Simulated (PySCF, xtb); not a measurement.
Mg(F)(OH) (FHMgO), SMILES [F][Mg][OH].

GFN2-xTB in xtb at its own geometry gives an orbital gap of 2.85 eV and a dipole moment of 2.48 D.

The structure is a stationary point at PBE-D3(BJ)/def2-TZVP. Other conformers were not sampled.

**Question.** What does CAM-B3LYP/def2-TZVPD in PySCF give? (An estimate is asked for; the answer gives what the named calculation found.)

**Answer.** gap 8.96 eV (levels -9.85 and -0.89 eV), dipole 1.96 D.
